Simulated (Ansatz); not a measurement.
Coupled-cluster diagnostics for Cr(NH2)2 (CrN₂H₄), Ansatz.

Geometry of the quintet (PBE0-D4/def2-TZVP):

Cartesian coordinates in Å:
```
Cr 0.2019 -0.1863 -0.2875
N -1.3152 -1.2786 -0.1997
H -1.4718 -2.0180 0.4735
H -2.1996 -1.0950 -0.6561
N 1.3905 1.2083 0.0921
H 2.0705 1.2165 0.8417
H 1.3237 2.1532 -0.2639
```

Correlated methods freeze 7 core orbitals; core or outer-core shells of Cr are correlated, in sets that lack core-valence functions.

Geometry of the charge 0 singlet (PBE0-D4/def2-TZVP):

```xyz
7

Cr   -0.668    0.084    0.333
N     0.414   -1.067    1.199
H     1.108   -1.740    0.907
H     0.578   -0.846    2.183
N    -0.492    1.077   -1.161
H    -1.216    0.928   -1.865
H     0.277    1.564   -1.597
```

**Question.** Estimate the CCSD(T) correlation energy, the shares of MP2 and (T), T1 and the reference's ⟨S²⟩ for: charge 0, quintet, own geometry in def2-TZVPP; charge 0, singlet, own geometry in def2-TZVPP; and the rough time on 2 threads of Intel Xeon Platinum 8375C on a shared host.

**Answer.** 
```json
{"state": "charge 0, quintet, own geometry", "basis": "def2-TZVPP", "correlation (eV)": "-25.628", "MP2 share (%)": "93.4", "(T) share (%)": "3.8", "T1": "0.031", "⟨S²⟩ (pure)": "6.04 (6.00)", "wall time": "6.7 min", "remarks": "–"}
{"state": "charge 0, singlet, own geometry", "basis": "def2-TZVPP", "correlation (eV)": "-27.380", "MP2 share (%)": "92.2", "(T) share (%)": "4.7", "T1": "0.061", "⟨S²⟩ (pure)": "0.00 (0.00)", "wall time": "2.2 min", "remarks": "large T1, restricted SCF unstable"}
```
Customary marks for T1 are 0.02 (closed shells), 0.045 (open shells) and about 0.05 (3d metals). T1 exceeds 0.02 in 2 of 2 rows and 0.045 in 1; the higher it lies, the less the single-reference result can be trusted.
